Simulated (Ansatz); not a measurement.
`[NH2][V](=[O])([OH])[Cl]`, charge 0, multiplicity 1.

Task: Give a relaxed structure at PBE0-D4/def2-TZVP (Ansatz). (Estimate.)

Result: Computed: 
```xyz
8

N    -1.220   -0.335    0.309
V     0.533    0.108    0.296
O     1.169   -0.669    1.473
O     1.342   -0.366   -1.199
Cl    0.701    2.262    0.548
H    -1.893    0.025   -0.354
H    -1.643   -0.963    0.977
H     1.011   -0.062   -2.050
```
